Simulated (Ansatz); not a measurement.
Gas-phase electronic energies from Ansatz, PBE0-D4/def2-TZVP geometries. CCSD(T)/CBS adds triple-zeta CCSD(T) − MP2 to the extrapolated MP2 energy (def2 sets, frozen cores). This one scheme is used for every species. Functionals use def2-TZVPP. HSE06 is defined as in plane-wave codes. Each species was taken in one conformer, which may not be the lowest.

Consider the ligand exchange at a B–O bond: `OBCOB(F)F` + `[SiH3]N[SiH3]` → `FB(F)N([SiH3])[SiH3]` + `OBCO`.

| level | ΔE (kJ/mol) |
| --- | --- |
| LDA (SPW92) | 32.0 |
| PBE-D4 | 31.7 |
| BHLYP-D4 | 39.0 |
| r2SCAN0 | 36.9 |
| HSE06 | 35.5 |
| CCSD/def2-SVP | 45.3 |
| CCSD(T)/def2-SVP | 44.6 |
| CCSD(T)/def2-TZVPP | 36.5 |

Problem. What does CCSD(T)/CBS give? (An estimate is asked.)

Solution. The calculation gave: +35.2 kJ/mol. The listed levels differ from it by -3.2, -3.5, 3.8, 1.7, 0.3, 10.1, 9.4, 1.3 kJ/mol.

Problem. What do rigid-rotor, harmonic-oscillator terms from PBE0-D4/def2-TZVP frequencies (298.15 K, 1 bar) make of the CCSD(T)/CBS value? (An estimate is asked.)

Solution. The calculation gave: ΔZPE = 0.0 kJ/mol, ΔH = +35.1 kJ/mol, ΔS = -25 J/(mol·K), ΔG = +42.5 kJ/mol. Modes under 50 cm⁻¹ make the entropy rough.

Largest T1 diagnostic among the species: 0.013.

At CCSD(T), def2-SVP lies +9.4 kJ/mol from the extrapolated value and def2-TZVPP +1.3 kJ/mol. Leaving LDA and LC-ωPBE aside and taking each functional with its dispersion term where it has one, the values, not all of them listed here, spread over 9.8 kJ/mol, from revPBE-D4 to B2PLYP. The D4 term adds −5.0 kJ/mol with B3LYP and −2.5 kJ/mol with PBE0; it sums over pairs of atoms, weighted by their polarisabilities, and B3LYP, whose exchange is more repulsive, gets the larger term.

CCSD(T)/CBS has its own doubt, a few kJ/mol and more with outer-core shells, so smaller differences from it don't rank the levels.

B3LYP here is the variant with VWN-RPA as its local correlation; programs differ in this.
